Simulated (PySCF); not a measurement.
p-tolualdehyde, C8H8O.
Bonds: C1–C2, C2–C3 (aromatic), C3–C4 (aromatic), C4–C5 (aromatic), C5–C6, C6–O7 (double), C5–C8 (aromatic), C8–C9 (aromatic), C2–C9 (aromatic). Hydrogens: H10, H11, H12 on C1; H13 on C3; H14 on C4; H15 on C6; H16 on C8; H17 on C9.

Computed geometry: GFN2-xTB, gas phase.

Some entries are withheld. Bonds in one row agree within 0.01 Å.

```csv
coordinate,value
C1–C2,1.496 Å
"C2–C3, C2–C9",?
"C3–C4, C8–C9",?
"C4–C5, C5–C8",1.395 Å
C5–C6,?
C6=O7,?
"C1–H10, C1–H11, C1–H12",1.088 Å
"C3–H13, C9–H17",1.081 Å
"C4–H14, C8–H16",1.080 Å
C6–H15,1.110 Å
C1–C2–C3,?
C3–C2–C9,?
C2–C3–C4,120.7°
C3–C4–C5,120.3°
C4–C5–C6,120.0°
C4–C5–C8,119.1°
C6–C5–C8,120.8°
C5–C6–O7,?
```

**Question.** Fill in the missing values.

**Answer.** 
- C2–C3, C2–C9 = 1.393 Å, aromatic (substituted aromatic carbon to aromatic CH carbon); 0.07 Å below the sum of covalent radii, 1.46 Å.
- C3–C4, C8–C9 = 1.379 Å, aromatic (both ends aromatic CH carbon); 0.08 Å below the sum of covalent radii, 1.46 Å.
- C5–C6 = 1.464 Å, drawn single (substituted aromatic carbon to aldehyde carbon); equal to the sum of covalent radii, 1.46 Å.
- C6=O7 = 1.206 Å, drawn double (aldehyde carbon to aldehyde oxygen); 0.18 Å below the sum of covalent radii, 1.39 Å.
- C1–C2–C3 = 120.5°, at the substituted aromatic carbon; the outer atoms are 2.509 Å apart.
- C3–C2–C9 = 118.8°, at the substituted aromatic carbon, inside a 6-membered ring; the outer atoms are 2.398 Å apart.
- C5–C6–O7 = 125.5°, at the aldehyde carbon; the outer atoms are 2.376 Å apart.

Radii are Cordero's, carbon taken as 0.76, 0.73 or 0.69 Å for four, three, and two or fewer neighbours.

GFN2-xTB frequencies: not computed here. One conformer, not necessarily the lowest (C4–C5–C6–O7 0°).
